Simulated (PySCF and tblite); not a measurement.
The numbers below are computed, except where a source is named.
C7H9N, numbered as in [CH2:1]=[CH:2][CH2:3][C:4](=[CH2:5])[CH2:6][C:7]#[N:8].

Free energies: PBE0-D3(BJ)/pcSseg-1 on GFN2-xTB structures plus GFN2-xTB thermal terms, symmetry and mirror images included. Conformers within 3 kcal/mol (GFN2-xTB free energy) were kept, 9 at most. Couplings: B3LYP/6-31G* with pcJ-1 on H (gas phase; spin-dipole term only for pairs with B, N, F, Si or P). Couplings are for ¹H. H–H couplings come out 0.1 to 0.9 Hz lower than with pcJ-1 on all atoms. Of two unlike H on one atom, a is the less shielded (PBE0/pcSseg-1). (PySCF 2.14, tblite 0.8.)

Torsions listed: C1–C2–C3–C4, C2–C3–C4–C6, C3–C4–C6–C7. Of a mirror pair one member is shown.

| conformer | shape | weight % |
| --- | --- | --- |
| 1 | 118°, -70°, 165° | 35.5 |
| 2 | -113°, 66°, 67° | 30.4 |
| 3 | 14°, 72°, -149° | 10.6 |
| 4 | 16°, 75°, 70° | 7.8 |
| 5 | -118°, -166°, -61° | 6.4 |

Not shown: 4 more, 9.3 % in all.

(1) Give the couplings in each conformer and the averages at 298.15 K (pairs that fast motion interchanges averaged).

For its torsions the set is small; conformers may be missing.

Answers

(1) 
```
   coupling  pairs      1      2      3      4      5  average (Hz)
²J(H1b,H1a)      1   -0.2   -0.2   -0.9   -0.4   -0.1          -0.3
 ³J(H1b,H2)      1   10.9   11.0   11.7   11.6   11.2          11.1
 ³J(H1a,H2)      1   16.2   16.4   17.2   17.1   16.4          16.5
  ³J(H2,H3)      2    7.5    7.8    4.7    4.9    7.1           7.1
  ²J(H3,H3)      1  -13.1  -13.2  -18.4  -18.6  -18.4         -14.7
²J(H5b,H5a)      1   -1.4   -0.9   -1.3   -0.9   -1.2          -1.2
  ²J(H6,H6)      1  -21.7  -17.1  -20.3  -16.9  -17.3         -19.0
```
